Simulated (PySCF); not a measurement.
CH3AlF2, SMILES [CH3][Al]([F])[F] (connectivity only; charge and spin as stated), charge -1, multiplicity 2.

Geometry optimised at r2SCAN-D4/def2-SVPD. The multiplicity is an assumed one; other spin states were not compared. The isomer is the one that the SMILES or the coordinates give; other isomers of the formula were not compared.

Two levels are set side by side: PBE/def2-TZVPD (PySCF) and CAM-B3LYP/def2-TZVPD (PySCF). Same geometry, gas phase. Differences are taken from unrounded values.

| quantity | CAM-B3LYP |
|---|---|
| α-spin orbital gap (eV) | 5.27 |
| β-spin orbital gap (eV) | 8.44 |
| mean polarisability (bohr³) | 82.3 |

Q: What does PBE give, and how far is it from CAM-B3LYP? (The exact figures need the calculation; the answer reports its results.)

A: 
```
quantity                      PBE  PBE minus CAM-B3LYP
---------------------------  ----  -------------------
α-spin orbital gap (eV)      2.25                -3.03
β-spin orbital gap (eV)      4.68                -3.76
mean polarisability (bohr³)  99.7                 17.4
```

Loosely held outer electrons make PBE densities more polarisable. Differences between two approximate levels are no errors against the true value.

Rough cost on one machine, each run with all the roots and properties that it gave: CAM-B3LYP against PBE within a factor of 2.
